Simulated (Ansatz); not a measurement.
Geometry optimisation, RKS PBE-D4/def2-SVP in Ansatz 0.2.0.

The input (input.yaml):

```yaml
crystal:
  periodic: [false, false, false]
  atoms:
    - { symbol: "N", position_ang: [0.8658, 1.413, -0.9505] }
    - { symbol: Ge, position_ang: [0.3342, -0.3167, -0.6374] }
    - { symbol: F, position_ang: [1.0403, -1.5285, -1.6817] }
    - { symbol: O, position_ang: [0.8223, -0.6999, 1.0711] }
    - { symbol: Si, position_ang: [-0.9437, -0.8127, 1.2] }
    - { symbol: H, position_ang: [1.35852, 1.77003, -0.03023] }
    - { symbol: H, position_ang: [1.68333, 1.3839, -1.63417] }
    - { symbol: H, position_ang: [-1.4419, 0.3646, 1.9505] }
    - { symbol: H, position_ang: [-1.3851, -2.1845, 1.3894] }
basis:
  gaussian: { orbitals: def2-SVP }
hamiltonian:
  xc: pbe
  dispersion: d4
relax:
  f_tol: 0.015
  max_steps: 40
```

Command:

```bash
$ ansatz run input.yaml --threads 2 --pin off --max-ram 3072MiB --backend cpu --events-out ev --progress --plain --runs-dir out
```

**Question.** Where does it end, and by what steps?

**Answer.** It converged. The force dipped under the threshold on the way, but the program's further checks kept it going. After 22 steps the energy has fallen by 0.468 eV; H6 moved furthest, 0.60 Å.

| step | energy less start (eV) | largest force component (eV/Å) | accepted |
| --- | --- | --- | --- |
| 0 | 0.0000 | 2.500 | yes |
| 1 | -0.3378 | 1.094 | yes |
| 2 | -0.4189 | 0.427 | yes |
| 3 | -0.4152 | 0.593 | no |
| 4 | -0.4501 | 0.186 | yes |
| 5 | -0.4512 | 0.106 | yes |
| 6 | -0.4525 | 0.037 | yes |
| 7 | -0.4529 | 0.013 | yes |
| 8 | -0.4532 | 0.119 | yes |
| 9 | -0.4545 | 0.074 | yes |
| 10 | -0.4554 | 0.065 | yes |
| 11 | -0.4469 | 0.644 | no |
| 12 | -0.4572 | 0.084 | yes |
| 13 | -0.4587 | 0.241 | yes |
| 14 | -0.4611 | 0.180 | yes |
| 15 | -0.4641 | 0.127 | yes |
| 16 | -0.4612 | 0.213 | no |
| 17 | -0.4671 | 0.068 | yes |
| 18 | -0.4677 | 0.043 | yes |
| 19 | -0.4682 | 0.032 | yes |
| 20 | -0.4683 | 0.067 | yes |
| 21 | -0.4684 | 0.018 | yes |
| 22 | -0.4685 | 0.006 | yes |

```xyz
9
Properties=species:S:1:pos:R:3
N 1.091 1.357 -1.137
Ge 0.286 -0.189 -0.584
F 0.900 -1.364 -1.740
O 0.837 -0.809 1.164
Si -0.848 -0.849 1.286
H 1.069 2.104 -0.433
H 2.062 1.197 -1.435
H -1.523 0.125 2.213
H -1.541 -2.181 1.342
```

Whether the end is a true minimum wasn't checked by a vibrational analysis.

The run took 60 s on 2 threads of Arm Neoverse V1, on a shared host, peak memory 0.18 GiB.
